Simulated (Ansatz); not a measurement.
CH4SSeSi (`[SeH][SiH]1CS1`). Charge 0, multiplicity 1. Correlated methods include outer-core shells of Se, which these sets cover unevenly. Scalar relativity is left out up to krypton.

```xyz
8

Se   -1.855    1.187    1.065
Si    0.198    0.736    0.240
C     0.728   -0.950   -0.253
S     0.492    0.172   -1.739
H    -2.490    0.246    0.133
H     1.156    1.647    0.900
H     0.014   -1.768   -0.226
H     1.757   -1.270   -0.121
```

Q: Give the diagnostics of a CCSD(T)/def2-TZVPP run (frozen core, Ansatz 0.2.0). (An estimate is asked.)

A: Ansatz gave: T1 = 0.0108, largest single amplitude 0.019, largest double 0.025, (T) share of the correlation energy 4.4 %, 9 CCSD cycles. The RHF solution is stable towards an unrestricted one. T1 lies under the customary mark of 0.02 for closed shells.
